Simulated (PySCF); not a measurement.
# Cl²⁺: excitation energy

Cl²⁺ [Ne] 3s2 3p3 (4S) → Cl²⁺ [Ne] 3s1 3p4 (4P), as a difference of total energies. Computed with PySCF 2.14 in x2c-QZVPPall (9s6p4d2f1g, 70 functions), with the spin-free X2C one-electron Hamiltonian (Gaussian nucleus). Correlated levels: valence and next inner shell: 1s2 frozen. The calculations carry no spin-orbit coupling.

| method | excitation energy (eV) |
| --- | --- |
| UHF | 13.016 |
| MP2 (valence and next inner shell) | 13.058 |
| SCS-MP2 (valence and next inner shell) | 13.025 |
| CCSD (valence and next inner shell) | 12.537 |
| CCSD(T) (valence and next inner shell) | 12.372 |

Question: How much does correlation contribute at CCSD(T) (valence and next inner shell)?

Answer: 12.372 − (13.016) = -0.644 eV, measured against UHF.

A first-order spin-orbit estimate (lowest level to lowest level, LS coupling) adds -0.047 eV.

The coupled-cluster amplitudes are large for the upper state (T1 above 0.03 or a double amplitude above 0.15), so a single reference is strained.
